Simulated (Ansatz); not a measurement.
**Energy profile**

The step: Si₂H₃Cl₃ ([SiH3][Si]([Cl])([Cl])[Cl]) + H₂O → SiHCl₃O ([OH][Si]([Cl])([Cl])[Cl]) + SiH₄; bonds formed: Si1–O7, Si2–H6; bonds broken: Si1–Si2, H6–O7 (atoms numbered as in the saddle structure below).

Si1  (-0.677, 0.788, -0.430)
Si2  (0.316, -1.474, 0.641)
Cl3  (-1.741, -0.480, -1.643)
Cl4  (-1.407, 1.223, 1.442)
Cl5  (-1.155, 2.598, -1.376)
H6  (1.131, 0.173, -0.006)
O7  (1.062, 1.074, -0.678)
H8  (1.251, -1.489, 1.811)
H9  (-1.019, -1.879, 1.146)
H10  (0.789, -2.493, -0.338)
H11  (1.450, 1.959, -0.569)
(Å)

Electronic energies by CCSD(T) at an estimated basis limit (MP2 extrapolated from triple and quadruple zeta, plus CCSD(T) − MP2 in triple zeta), on PBE0-D4/def2-TZVP structures; Si2H5Cl3O, singlet; no counterpoise correction. Program: Ansatz 0.2.0. Basis: def2-TZVPP and def2-QZVPP. Cores are frozen in the correlated methods. Extrapolation: Hartree–Fock as exp(−7.88 √X), correlation as X^−2.97.

Problem. Give the profile in kcal/mol, counted from the separated reactants. (To be estimated.)

Solution. Computed:
```
                                                                                                                                 point  kcal/mol
separated: Si2H3Cl3 (linked as [SiH3][Si]([Cl])([Cl])[Cl]; Si1, Si2, Cl3, Cl4, Cl5, H8, H9, H10; singlet) + H2O (H6, O7, H11; singlet)      0.00
                                                                                                                       start structure     -4.13
                                                                                                                                saddle     43.56
                                                                                                                         end structure    -25.64
  separated: SiHCl3O (linked as [OH][Si]([Cl])([Cl])[Cl]; Si1, Cl3, Cl4, Cl5, O7, H11; singlet) + SiH4 (Si2, H6, H8, H9, H10; singlet)    -24.09
```

The T1 diagnostic stays at or below 0.012.

For scale, one of the runs: CCSD(T)/def2-TZVPP, 311 basis functions, launched by `ansatz run in.yaml --threads 4 --pin off --events-out ev --progress --plain --max-ram 66560MiB --backend cuda --devices 0, --max-vram 37GiB`. The run took 9.5 s on 4 CPU threads of an AMD EPYC 7R13 and a share of one NVIDIA H100 (shared host), with 0.83 GiB of host memory at its peak.
